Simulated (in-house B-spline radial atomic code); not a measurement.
Atomic self-consistent-field run: Kr5+. Method: Dirac-Hartree-Fock, average of configuration, Fermi nucleus of rms radius 4.1884 fm. Calculated with a radial B-spline atomic code at the basis-set limit.

Command:
```bash
python run_scf.py task.json out
```
Settings (nuclear radius in fm, mass in u):
```
Z                36
configuration    [Ar] 3d10 4s2 4p1
hamiltonian      dirac
method           hf
spin_polarised   False
nucleus          fermi
rms_radius       4.1884
atomic_mass      83.9115
speed_of_light   137.035999084
```

Output (hartree, bohr):
```
 radial grid: 67 intervals, B-splines of order 8, outer radius 18.2456 bohr

 iter        energy (Eh)    residual
    1      -2776.4006723    4.91e-01
    2      -2780.4632229    3.67e-01
    3      -2781.9733281    8.52e-02
    4      -2782.0622740    2.04e-02
    5      -2782.0661297    1.02e-02
    6      -2782.0675709    3.94e-04
    7      -2782.0675733    1.26e-04
    8      -2782.0675735    5.32e-06
    9      -2782.0675735    3.45e-07

 total energy                    -2782.067573
 kinetic                           2858.18846
 electron-nucleus                 -6641.02399
 electron-electron                 1000.76795

 first-order corrections (not in the total)
   Gaunt                            1.57466
   retardation                     -0.15073
   frequency dependence            -0.00726
   self-energy                      1.05746
   Uehling                         -0.10894
   Wichmann-Kroll                   0.00123
   recoil                           0.01319

 orbital      occ     eigenvalue          <r>       <r^2>       <1/r>       r_max    small
 1s1/2      2.000     -532.49465    0.0414689  0.00231659     36.7698     0.02708  1.71e-02
 2s1/2      2.000      -74.84138     0.182657   0.0394083     8.25839       0.154  3.42e-03
 2p1/2      2.000      -67.63710     0.157367   0.0304002     8.19114      0.1213  3.39e-03
 2p3/2      4.000      -65.64082     0.161298   0.0318117     7.91025      0.1245  3.30e-03
 3s1/2      2.000      -13.93778     0.526027    0.317494     2.72708      0.4656  8.37e-04
 3p1/2      2.000      -11.32031     0.530895    0.329112     2.60291      0.4577  7.80e-04
 3p3/2      4.000      -11.01251      0.54055    0.340984      2.5388      0.4661  7.59e-04
 3d3/2      4.000       -6.48670     0.544983    0.362034     2.29745      0.4112  6.42e-04
 3d5/2      6.000       -6.43565     0.548657    0.366797     2.28018      0.4139  6.36e-04
 4s1/2      2.000       -3.41543      1.41508     2.24856    0.934559       1.273  1.58e-04
 4p1/2      0.333       -2.85734      1.54526     2.69166    0.847328       1.383  1.36e-04
 4p3/2      0.667       -2.81976      1.56504     2.75975    0.834334       1.403  1.34e-04

 Slater integrals (Eh)
   F0(4s1/2,4s1/2)               0.635373
   F0(4s1/2,4p1/2)               0.606454
   G1(4s1/2,4p1/2)               0.417932
   F0(4s1/2,4p3/2)               0.602055
   G1(4s1/2,4p3/2)               0.412396
   F0(4p1/2,4p1/2)               0.581888
   F0(4p1/2,4p3/2)               0.578144
   G2(4p1/2,4p3/2)               0.311559
   F0(4p3/2,4p3/2)               0.574501
   F2(4p3/2,4p3/2)               0.309922
```


For the Dirac Hamiltonian the kinetic term is c α·p + (β - 1)c².
